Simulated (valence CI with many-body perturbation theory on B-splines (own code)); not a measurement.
# E1 transitions of Ne V

Computed by relativistic CI+MBPT: four valence electrons over a frozen Dirac-Fock core [He], a basis of 11 s, 11 p, 10 d, 8 f, 5 g, 2 h functions for each j, with the one-electron correlation potential Σ1 (screened to all orders), the two-electron term Σ2, the three-electron term Σ3, Breit, model QED; selected single and double excitations, second order for the rest, scaled by the run's own slope (own B-spline code, finite nucleus).

Against 36 measured levels this calculation errs by 134 cm⁻¹ on average and by 368 at most. These come from a selection out of NIST levels in Podobedova, Fuhr, Reader and Wiese, J. Phys. Chem. Ref. Data 33, 525 (2004). Levels without a partner in it may be off by more. Among the levels kept, up to 1600 cm⁻¹ of a level comes from second order outside the variational space, and about a tenth of that is noise between levels of different J, which matters for small intervals. 6 measured levels below the end of the list, from 690000 cm⁻¹ on, found no clear computed partner, and computed levels of the same name lie up to 10356 cm⁻¹ from them.

Lines 201 to 250 of 456 in falling wavelength, among levels below 905270 cm⁻¹, chosen from the strongest by gf and those to the six lowest levels. Wavelengths and rates use the calculated energies, so an error of 100 cm⁻¹ moves a line at 77.59 nm by 0.078 % and its rate by three times that or more. Electric multipoles are in the length gauge, E1 and E2 with the static RPA response of the core. Weak lines are less certain than strong ones. Lines between different terms over intervals too small for the method are left out, as are lines whose strength nearly cancels. Where a level lies close to another of its J and parity, the split of strength between their lines is uncertain. The highest levels of a list are the least certain.

Names give the largest LS component (configuration and term), which can be under half, so a name can repeat, a term be missing and a line seem to break the LS rules; names also repeat where a configuration has a term twice. Letters in brackets count levels of one name in rising energy.

```
λ vac (nm)               Upper            Lower   A (s⁻¹)  S (a.u.)
     77.59      2s2 2p 4p 3D_2  2s2 2p 3d 3F°_3  7.56e+08  8.72e-01
     77.51      2s2 2p 4p 3D_3  2s2 2p 3d 3F°_4  7.68e+08  1.23e+00
     75.08            2p4 3P_2     2s 2p3 3S°_1  9.82e+08  1.03e+00
     74.64            2p4 3P_1     2s 2p3 3S°_1  1.01e+09  6.21e-01
     74.41      2s2 2p 4f 1F_3  2s2 2p 3d 1F°_3  6.10e+08  8.68e-01
     73.61      2s2 2p 4f 3D_2  2s2 2p 3d 1P°_1  1.92e+09  1.89e+00
     73.31      2s2 2p 4f 1D_2  2s2 2p 3d 1P°_1  4.51e+09  4.38e+00
     72.94      2s2 2p 4f 1G_4  2s2 2p 3d 1F°_3  7.40e+09  1.28e+01
     70.57     2s2 2p 4s 1P°_1   2s2 2p 3p 1D_2  2.76e+09  1.44e+00
     70.31      2s 2p2 4s 5P_2  2s 2p2 3p 5S°_2  8.04e+08  6.90e-01
     70.03      2s 2p2 4s 5P_3  2s 2p2 3p 5S°_2  8.46e+08  1.00e+00
     69.03      2s2 2p 4f 3D_2  2s2 2p 3d 3P°_1  3.42e+09  2.77e+00
     68.92      2s2 2p 4f 3D_3  2s2 2p 3d 3P°_2  6.43e+09  7.28e+00
     68.91      2s2 2p 4f 3D_1  2s2 2p 3d 3P°_0  3.83e+09  1.86e+00
     68.86      2s2 2p 4f 3D_2  2s2 2p 3d 3P°_2  1.31e+09  1.06e+00
     68.83      2s2 2p 4f 3D_1  2s2 2p 3d 3P°_1  3.19e+09  1.54e+00
     68.76      2s2 2p 4f 1D_2  2s2 2p 3d 3P°_1  1.54e+09  1.23e+00
     68.59      2s2 2p 4f 1D_2  2s2 2p 3d 3P°_2  7.74e+08  6.16e-01
     68.52      2s2 2p 4f 3F_4  2s2 2p 3d 3D°_3  4.84e+09  6.91e+00
     68.44      2s2 2p 4f 3F_3  2s2 2p 3d 3D°_2  5.23e+09  5.79e+00
     68.43      2s2 2p 4f 3F_2  2s2 2p 3d 3D°_2  8.16e+08  6.45e-01
     68.35      2s2 2p 4f 3F_2  2s2 2p 3d 3D°_1  6.24e+09  4.92e+00
     68.00      2s2 2p 4f 3G_4  2s2 2p 3d 3D°_3  2.24e+09  3.13e+00
     67.93      2s2 2p 4f 3G_3  2s2 2p 3d 3D°_2  1.45e+09  1.57e+00
     67.49      2s2 2p 4f 3D_3  2s2 2p 3d 3D°_3  1.56e+09  1.65e+00
     67.30      2s2 2p 4f 3D_2  2s2 2p 3d 3D°_2  8.28e+08  6.23e-01
     66.29     2s2 2p 4s 3P°_2   2s2 2p 3p 3P_2  1.58e+09  1.14e+00
     65.39      2s2 2p 4f 1F_3  2s2 2p 3d 1D°_2  8.10e+08  7.82e-01
     65.34      2s2 2p 4f 3F_3  2s2 2p 3d 1D°_2  1.73e+09  1.66e+00
     65.29      2s2 2p 4f 3F_4  2s2 2p 3d 3F°_3  2.80e+09  3.46e+00
     65.08      2s2 2p 4f 3G_4  2s2 2p 3d 3F°_4  1.20e+09  1.47e+00
     65.04      2s2 2p 4f 1F_3  2s2 2p 3d 3F°_2  6.54e+09  6.21e+00
     64.99      2s2 2p 4f 3F_3  2s2 2p 3d 3F°_2  6.26e+08  5.94e-01
     64.93      2s2 2p 4f 3G_5  2s2 2p 3d 3F°_4  8.04e+09  1.19e+01
     64.88      2s2 2p 4f 3G_3  2s2 2p 3d 1D°_2  4.97e+09  4.69e+00
     64.88      2s2 2p 4f 3G_3  2s2 2p 3d 3F°_3  9.86e+08  9.30e-01
     64.82      2s2 2p 4f 3G_4  2s2 2p 3d 3F°_3  4.45e+09  5.39e+00
     64.25      2s2 2p 4f 1G_4  2s2 2p 3d 3F°_3  4.56e+08  5.37e-01
     63.91      2s 2p2 4s 5P_3  2s 2p2 3p 5P°_3  7.62e+08  6.87e-01
     62.27     2s2 2p 4s 3P°_1   2s2 2p 3p 3D_2  1.96e+09  7.02e-01
     62.21     2s2 2p 4s 3P°_2   2s2 2p 3p 3D_3  2.16e+09  1.28e+00
     62.14      2s 2p2 4s 5P_2  2s 2p2 3p 5D°_3  1.58e+09  9.38e-01
     62.10      2s 2p2 4s 5P_3  2s 2p2 3p 5D°_4  2.09e+09  1.73e+00
     62.00      2s 2p2 4s 5P_2  2s 2p2 3p 5D°_2  9.18e+08  5.40e-01
     60.25            2p4 1D_2     2s 2p3 1D°_2  4.40e+09  2.38e+00
     60.17     2s 2p2 3p 1F°_3   2s2 2p 3p 1D_2  2.48e+09  1.86e+00
     59.31     2s2 2p 4d 1P°_1   2s2 2p 3p 1S_0  2.34e+09  7.22e-01
     59.05     2s2 2p 4s 1P°_1   2s2 2p 3p 1P_1  1.53e+09  4.66e-01
     58.62      2s 2p2 3d 1G_4  2s2 2p 3d 1F°_3  1.17e+09  1.04e+00
     58.25  2s 2p2 3d 3F_4 [b]  2s2 2p 3d 3D°_3  1.27e+09  1.11e+00
```
